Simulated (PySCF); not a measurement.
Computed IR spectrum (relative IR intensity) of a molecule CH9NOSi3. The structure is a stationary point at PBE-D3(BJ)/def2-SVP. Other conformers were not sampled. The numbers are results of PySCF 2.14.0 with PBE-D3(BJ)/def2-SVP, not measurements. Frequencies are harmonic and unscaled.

Lines under 2 % of the strongest are left out, and lines within 2 cm⁻¹ are merged.

ν (cm⁻¹): 301 (m), 363 (w), 430 (vw), 552 (vw), 586 (vw), 612 (vw), 662 (vw), 674 (m), 689 (vw), 737 (m), 764 (w), 778 (m), 811 (m), 878 (vs), 901 (m), 916 (w), 926 (vs), 938 (m), 949 (s), 983 (m), 1028 (w), 1065 (w), 1208 (w), 1285 (w), 2135 (s), 2144 (m), 2154 (m), 2162 (m), 2170 (m), 2177 (s), 2878 (w), 3510 (w) (against the strongest line: vs over 80 %, s over 45 %, m over 15 %, w over 4 %, vw less)

Question: Identify the compound among the candidates.
A. [SiH3]/N=C\O[SiH2][SiH3]
B. [SiH3]C[Si@@H]1N[SiH2]O1
C. [SiH3][C@H]1N[SiH2]O[SiH2]1
D. NC[Si@@H]1O[SiH2][SiH2]1

Answer: C, [SiH3][C@H]1N[SiH2]O[SiH2]1
